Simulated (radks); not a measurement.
The numbers below are computed, except where a source is named.
Spherical quantum dot in the effective-mass picture: electrons in a parabolic well V = omega^2 r^2 / 2 with omega = 2.23, with a point charge +1 (a donor) at the centre, all in effective atomic units (hartree* = m*/eps^2 hartree, bohr* = eps/m* bohr), one dielectric constant everywhere. Level of theory: non-relativistic Kohn-Sham, r2SCAN, spin-polarised, spherical densities, generalised Kohn-Sham scheme (a radial shooting solver with Libxc functionals). Levels are named by radial order and angular momentum (1s, 1p, 1d, 2s, ...), and open shells are averaged over m.

N = 32, configuration 1s2 1p6 1d10 2s2 1f(up 7, down 5). This is the lowest configuration that the search found. Occupied and some empty levels:

| level | occupation | eigenvalue (hartree*) | <r> (bohr*) |
|---|---|---|---|
| 1s up | 1 | 22.912 | 0.9252 |
| 1s down | 1 | 22.919 | 0.9197 |
| 1p up | 3 | 24.381 | 1.337 |
| 1p down | 3 | 24.407 | 1.331 |
| 2s up | 1 | 25.442 | 1.368 |
| 2s down | 1 | 25.474 | 1.369 |
| 1d up | 5 | 25.692 | 1.568 |
| 1d down | 5 | 25.730 | 1.565 |
| 1f up | 7 | 27.071 | 1.738 |
| 1f down | 5 | 27.116 | 1.737 |
| 2p up | 0 | 27.239 | 1.531 |
| 2p down | 0 | 27.268 | 1.534 |
| 1g up | 0 | 28.538 | 1.877 |
| 1g down | 0 | 28.587 | 1.878 |
| 2d up | 0 | 28.901 | 1.698 |
| 2d down | 0 | 28.932 | 1.700 |

Energy (hartree*): total 535.359, kinetic 79.456, external 180.64, Hartree 298.70, exchange-correlation -23.435.

Electron density:

| r (bohr*) | n(r) (e/bohr*^3) |
|---|---|
| 0.145 | 2.453 |
| 0.387 | 1.444 |
| 0.629 | 0.9714 |
| 0.872 | 0.9074 |
| 1.11 | 1.012 |
| 1.36 | 1.041 |
| 1.60 | 0.8706 |
| 1.84 | 0.5605 |
| 2.08 | 0.2691 |
| 2.33 | 0.09494 |
| 2.57 | 0.02434 |
| 2.81 | 0.004529 |
| 3.05 | 0.0006128 |
